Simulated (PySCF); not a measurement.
## Calculated data, CH4BFSi, BH2O2, AlBClH2N, B2ClH3

All values are calculated (PySCF 2.14.0). Calculation on a computer-drawn molecule: optimised geometry and harmonic frequencies of an isolated molecule of the commonest isotopes, restricted reference for singlets and unrestricted otherwise, frozen core in MP2.

Common to all runs: multiplicity 1.

(1) CH4BFSi

Start structure:
```xyz
8
CH4BFSi
B     -3.3638     0.9454     0.5869
C     -2.0193     0.7128     1.2326
Si    -0.4675     1.4805     0.7736
F     -0.2627     2.4476    -0.5029
H     -4.3103     0.4743     0.9405
H     -3.4290     1.6275    -0.3941
H     -2.0205     0.1253     2.1420
H      0.9438     1.3228     1.2860
```

```
charge                                        : 0
method                                        : HF
basis                                         : cc-pV(D+d)Z
rotational constants                          : 13.14, 4.122, 3.138 GHz
total energy                                  : -453.2591 hartree
convergence status largest gradient component : 2.887e-05 hartree/bohr
```

Drawn bonds:
```
atom  other atom  order
   1           2      1
   2           3      2
   3           4      1
   1           5      1
   1           6      1
   2           7      1
   3           8      1
```

Optimised structure:
```xyz
8
CH4BFSi
B     -3.2943     0.9812     0.5524
C     -1.9727     0.7362     1.2765
Si    -0.5240     1.4390     0.7537
F     -0.3953     2.4014    -0.5123
H     -4.3160     0.4748     0.9356
H     -3.3363     1.6898    -0.4203
H     -1.9096     0.1010     2.1560
H      0.8188     1.3127     1.3229
```

Modes:
```
frequency (cm⁻¹)  reduced mass (dalton)
           155.6                  3.791
           202.9                  3.084
           297.4                  1.098
           398.9                  4.941
           602.2                  1.275
           792.2                  2.984
           833.3                  1.112
           863.6                   1.16
           912.8                  2.051
            1067                  1.378
            1072                  2.484
            1123                    1.6
            1289                  1.502
            1383                  2.136
            2417                  1.044
            2648                  1.054
            2710                  1.127
            3304                  1.087
```

(2) BH2O2

Start structure:
```xyz
5
BH2O2
O      0.5883    -0.8332    -1.2835
B      0.2247    -1.2183    -0.1200
O      0.7820    -2.3485     0.5779
H     -0.6518    -0.6950     0.5916
H      1.4362    -2.7050    -0.0022
```

```
charge                                        : -1
method                                        : MP2
basis                                         : aug-cc-pVDZ
rotational constants                          : 67.13, 10.14, 8.808 GHz
total energy                                  : -176.2041 hartree
convergence status largest gradient component : 2.356e-05 hartree/bohr
```

Drawn bonds:
```
atom  other atom  order
   1           2      1
   2           3      1
   2           4      1
   3           5      1
```

Optimised structure:
```xyz
5
BH2O2
O      0.5957    -0.8237    -1.3097
B      0.2171    -1.2118    -0.1164
O      0.7798    -2.3659     0.6067
H     -0.6570    -0.6931     0.5974
H      1.4438    -2.7056    -0.0141
```

Modes:
```
frequency (cm⁻¹)  reduced mass (dalton)
           469.5                  3.586
           591.7                  1.201
           871.1                  4.612
           886.6                  1.678
            1046                  1.429
            1109                  1.206
            1458                  6.932
            2357                  1.086
            3776                  1.064
```

(3) AlBClH2N

Start structure:
```xyz
6
AlBClH2N
B     -1.2379    -1.4620    -1.2798
N     -0.5058    -0.6005    -0.6897
Al     0.4260     0.6006     0.1562
Cl     0.7704     0.6645     2.1647
H     -1.8468    -2.3354    -1.8425
H      1.0602     1.7711    -0.7049
```

```
charge                                        : 0
method                                        : HF
basis                                         : cc-pV(D+d)Z
rotational constants                          : 15.56, 2.158, 1.895 GHz
total energy                                  : -781.8580 hartree
convergence status largest gradient component : 6.601e-06 hartree/bohr
```

Drawn bonds:
```
atom  other atom  order
   1           2      2
   2           3      1
   3           4      1
   1           5      1
   3           6      1
```

Optimised structure:
```xyz
6
AlBClH2N
B     -1.2079    -1.4875    -1.2561
N     -0.5250    -0.5975    -0.7091
Al     0.4335     0.6476     0.0737
Cl     0.7115     0.5717     2.1679
H     -1.8488    -2.3224    -1.7721
H      1.1028     1.8265    -0.7002
```

Modes:
```
frequency (cm⁻¹)  reduced mass (dalton)
           101.2                  4.385
           152.7                   3.38
           259.1                   8.67
           509.3                  14.62
           517.1                  1.332
             700                  1.547
           753.1                  2.699
           831.9                  1.349
           838.2                  1.355
            1946                  5.292
            2066                  1.043
            2985                   1.19
```

(4) B2ClH3

Start structure:
```xyz
6
B2ClH3
B      0.1176     1.0188     0.1156
B      0.4792     1.3431    -1.4723
Cl     1.7609     2.4105    -1.9744
H     -0.5973     1.6463     0.7313
H      0.6012     0.0690     0.6571
H     -0.1263     0.8972    -2.3117
```

```
charge                                        : 0
method                                        : HF
basis                                         : cc-pV(D+d)Z
rotational constants                          : 39.17, 5.219, 4.791 GHz
total energy                                  : -510.6193 hartree
convergence status largest gradient component : 1.901e-05 hartree/bohr
```

Drawn bonds:
```
atom  other atom  order
   1           2      1
   2           3      1
   1           4      1
   1           5      1
   2           6      1
```

Optimised structure:
```xyz
6
B2ClH3
B      0.1324     1.0005     0.1291
B      0.4459     1.3269    -1.5015
Cl     1.7904     2.4105    -1.9121
H     -0.6187     1.6863     0.7680
H      0.6541     0.0755     0.6900
H     -0.1687     0.8851    -2.4279
```

Modes:
```
frequency (cm⁻¹)  reduced mass (dalton)
           211.7                   3.43
           289.2                  1.101
           503.3                  1.094
             710                  4.572
           905.1                  1.823
           931.5                  1.628
            1007                  1.688
            1154                  1.417
            1284                  1.343
            2673                  1.057
            2740                  1.093
            2742                  1.122
```
